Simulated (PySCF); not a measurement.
CH4Sn (SMILES [CH3][SnH]), singlet, at a GFN2-xTB geometry (such geometries of metal compounds can be far from the true shape) (core potentials on Sn). Base run: BHANDHLYP/def2-SVP, TDA in PySCF.

The PySCF input:
```python
from pyscf import gto, scf, dft, tdscf

mol = gto.Mole()
mol.atom = '''
    Sn   -0.004436    0.255874    0.249254
    H    -0.170390    1.474631   -1.099845
    C     0.041163   -1.484653   -1.176161
    H     0.875613   -1.395495   -1.872182
    H    -0.870792   -1.522914   -1.772463
    H     0.140412   -2.441992   -0.661240
'''
mol.basis = 'def2-svp'
mol.ecp = {'Sn': 'def2-svp'}
mol.charge = 0
mol.spin = 0
mol.verbose = 4
mol.build()

mf = dft.RKS(mol)
mf.xc = 'bhandhlyp'
mf.kernel()
td = mf.TDA()
td.nstates = 5
td.kernel()
td.analyze(verbose=3)
```

Variants of this job, named by their change:

```
change                           first excitation (eV)  oscillator strength of the first  second (eV)  core-seconds (rough)
-------------------------------  ---------------------  --------------------------------  -----------  --------------------
base                                              2.48                             0.031         3.88                    20
response = full linear response                   2.37                             0.019         3.87                    40
functional = camb3lyp                             2.38                             0.026         3.67                    40
functional = wb97x                                2.40                             0.027         3.80                    30
functional = pbe0                                 2.44                             0.027         3.63                    20
functional = lc_wpbe                              2.48                             0.030         4.01                    30
guess vectors = 13 for 5 states                   2.48                             0.031         3.88                    20
functional = m062x                                2.35                             0.031         3.76                    40
conv_tol = 1e-3                                   2.48                             0.031         3.88                    20
states = triplets                                 1.41                                 -         3.49                    20
functional = b3lyp                                2.38                             0.024         3.47                    20
```

An iterative solver can miss low states, so a row lists the states that it found.
